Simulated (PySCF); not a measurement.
## Nuclear quadrupole coupling in `Cc1ncnnc1C(C)C`

Species: C7H11N3.
Z-matrix (Å and degrees, GFN2-xTB geometry), rows numbered from 1:
```
C 
C   1  1.4913
N   2  1.3232  1  116.99
C   3  1.3281  2  116.62  1  -179.32
N   4  1.3141  3  125.55  2     0.48
N   5  1.3036  4  118.48  3    -1.13
C   6  1.3225  5  120.69  4     0.40
C   7  1.5037  2  123.84  1     0.77
C   8  1.5320  7  108.39  2   101.23
C   8  1.5277  7  110.45  2  -137.68
H   1  1.0885  2  110.62  3   123.03
H   1  1.0892  2  110.27  3  -117.18
H   1  1.0865  2  108.91  3     2.61
H   4  1.0813  3  117.21  2  -179.75
H   8  1.0940  7  109.36  2   -17.46
H   9  1.0885  8  111.03  7   -59.16
H   9  1.0870  8  109.64  7    60.88
H   9  1.0872  8  110.08  7  -179.41
H  10  1.0858  8  109.76  7   -57.95
H  10  1.0878  8  110.60  7    61.78
H  10  1.0872  8  110.06  7  -178.16
```

Field gradients from the PBE0/pcSseg-1 density (PySCF, non-relativistic), principal values in atomic units, ordered |Vxx| ≤ |Vyy| ≤ |Vzz|:

```tsv
atom	Vxx	Vyy	Vzz
N3	0.2896	0.8294	-1.1190
N5	0.5512	0.7209	-1.2721
N6	0.5038	0.8251	-1.3289
```

Task: Find the asymmetry η = (Vxx − Vyy)/Vzz and the couplings χ = eQV/h (234.96 MHz × Q in barn × V in au), with Q(14N) = 0.02044 b.

Result: 
| atom | environment | nucleus | η | χzz (MHz) | χxx (MHz) | χyy (MHz) |
| --- | --- | --- | --- | --- | --- | --- |
| N3 | pyridine-type nitrogen | 14N | 0.48 | -5.37 | 1.39 | 3.98 |
| N5 | pyridine-type nitrogen | 14N | 0.13 | -6.11 | 2.65 | 3.46 |
| N6 | pyridine-type nitrogen | 14N | 0.24 | -6.38 | 2.42 | 3.96 |

Task: What is Vzz at N5 in SI units (1 au = 9.71736 × 10²¹ V/m²)?

Result: -1.2721 au = -12.361 × 10²¹ V/m².

Task: And the gradient at the other heavy atoms, for which no coupling is worked out here?

Result: 
```
atom                          environment  Vzz (au)     η
  C1                 benzylic-type carbon     0.085  0.92
  C2          substituted aromatic carbon     0.401  0.22
  C4  aromatic CH next to a ring nitrogen     0.344  0.54
  C7          substituted aromatic carbon     0.341  0.30
  C8                 benzylic-type carbon     0.068  0.88
  C9                        methyl carbon     0.088  0.37
 C10                        methyl carbon     0.097  0.53
```

Were the hydrogens deuterons (Q(2H) = 0.00286 b), χzz would run from 199 kHz (H15) to 213 kHz (H14, H21 and H18).

Isolated species at its GFN2-xTB geometry (one conformer only). GFN2-xTB bond lengths can be off by several hundredths of an ångström, more for odd bonds, and the gradients follow them. With so small a basis the couplings can be 20 % off.
